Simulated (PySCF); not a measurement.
A structure optimised at B3LYP-D3(BJ)/def2-SVP, used in a PySCF frequency run:

```xyz
10

In     0.4524     0.1212    -0.0855
Br    -1.8208     0.0610     0.9318
O      0.6326    -0.9420    -1.7754
C      1.8729    -1.1710    -2.3957
H      2.5232    -1.8627    -1.8228
H      1.6924    -1.6368    -3.3818
H      2.4587    -0.2464    -2.5808
N      2.0190     1.0130     0.8782
H      1.7289     1.7402     1.5323
H      2.7280     1.4048     0.2578
```

Question: Write its SMILES and formula.

Answer: C[O][In]([NH2])[Br], CH₅BrInNO

Question: What are its rotational constants (standard atomic weights)?

Answer: 3.3499, 0.91637, 0.72448 GHz
